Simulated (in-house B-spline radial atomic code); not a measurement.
Results of a calculation; reference values are marked as such.
**Correlation energy from the adiabatic connection: −V exp(−r²/w²), V = 7.08, w = 8.08**

Two electrons in a singlet, external potential −V exp(−r²/w²), V = 7.08, w = 8.08 (atomic units). Full CI in B-splines (partial waves to l = 8, correlation up to 0.6 % small) with the density held fixed gives W(λ) = <V_ee>_λ − U, and E_c is the integral of W(λ) − W(0) from 0 to 1.

```tsv
λ	W(λ) − W(0) (hartree)
0	0.00000
0.02	-0.00200
0.05	-0.00492
0.12	-0.01141
0.25	-0.02237
0.4	-0.03347
0.6	-0.04613
0.8	-0.05683
1	-0.06596
```

Question: Integrate the table by the trapezoid rule.

Answer: The strips give -0.00002, -0.00010, -0.00057, -0.00220, -0.00419, -0.00796, -0.01030, -0.01228, which sum to -0.03761 hartree. The direct value, W(1) − W(0) + T_c with T_c = 0.02822, is -0.03774; the curve is convex, so chords lie above it and the trapezoids fall short in size by 0.33 %.

Question: Now use only three numbers: W(0) = -0.4836, the initial slope W'(0) = -0.1007 (extrapolated from the first points) and the strong-coupling limit of the point-charge-plus-continuum model, W∞ = -0.66023. What do second-order theory and the interpolation W(λ) = W∞ + (W(0) − W∞)/√(1 + 2χλ) of Seidl, Perdew and Levy give?

Answer: Second order keeps the slope alone: E_c = W'(0)/2 = -0.05035, +33 % in size against -0.03774. Matching the slope fixes χ = W'(0)/(W∞ − W(0)) = -0.1007/(-0.17663) = 0.57012. Integrating, with s = √(1 + 2χ) = 1.462955, E_c = −(W(0) − W∞)(s − 1)/(s + 1) = −0.17663 × 0.462955/2.462955 = -0.03320 hartree, -12.0 % in size against the full result. At λ = 1 the formula gives W − W(0) = -0.05589 against -0.06596. Part of the miss can come from the model's W∞.
